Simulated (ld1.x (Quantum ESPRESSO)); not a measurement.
carbon: excitation energies, all-electron against TM

```json
{
  "Element": "C (Z = 6)",
  "Generator": "ld1.x (Quantum ESPRESSO) 7.5",
  "Type": "norm-conserving Troullier–Martins (Kleinman–Bylander form)",
  "Functional": "PBEsol",
  "Relativity": "scalar-relativistic",
  "Frozen core": "[He]",
  "Valence charge": "4",
  "Reference configuration": "2s2 2p0 (charge +2)",
  "Partial waves": "2p (bound, empty): rc 1.30 bohr; 3d channel at 0.5 Ry: rc 1.25 bohr; 2s (bound): rc 1.20 bohr",
  "Local potential": "the s channel",
  "Core correction": "none"
}
```

Energies are relative to the spin-unpolarised reference configuration 2s2 2p0; without spin polarisation the order of configurations can differ from experiment. The frozen-core shift is the all-electron ΔE with the core orbitals held at their reference shape minus the fully relaxed ΔE.

```json
{"valence configuration": "2s2 2p2", "charge": "0", "ΔE all-electron (eV)": "-34.807", "error AE − PS (meV)": "+123", "frozen-core shift (meV)": "+3.8"}
{"valence configuration": "2s2 2p1", "charge": "+1", "ΔE all-electron (eV)": "-24.019", "error AE − PS (meV)": "+63", "frozen-core shift (meV)": "+2.1"}
{"valence configuration": "2s1 2p0", "charge": "+3", "ΔE all-electron (eV)": "47.964", "error AE − PS (meV)": "+46", "frozen-core shift (meV)": "+6.7"}
{"valence configuration": "2s2 2p2.3", "charge": "-0.3", "ΔE all-electron (eV)": "-35.951", "error AE − PS (meV)": "+130", "frozen-core shift (meV)": "+3.9"}
{"valence configuration": "2s1 2p3", "charge": "0", "ΔE all-electron (eV)": "-26.381", "error AE − PS (meV)": "+174", "frozen-core shift (meV)": "+3.2"}
{"valence configuration": "2s2 2p1.5", "charge": "+0.5", "ΔE all-electron (eV)": "-30.875", "error AE − PS (meV)": "+100", "frozen-core shift (meV)": "+3.2"}
{"valence configuration": "2s1 2p2", "charge": "+1", "ΔE all-electron (eV)": "-15.305", "error AE − PS (meV)": "+125", "frozen-core shift (meV)": "+1.9"}
```
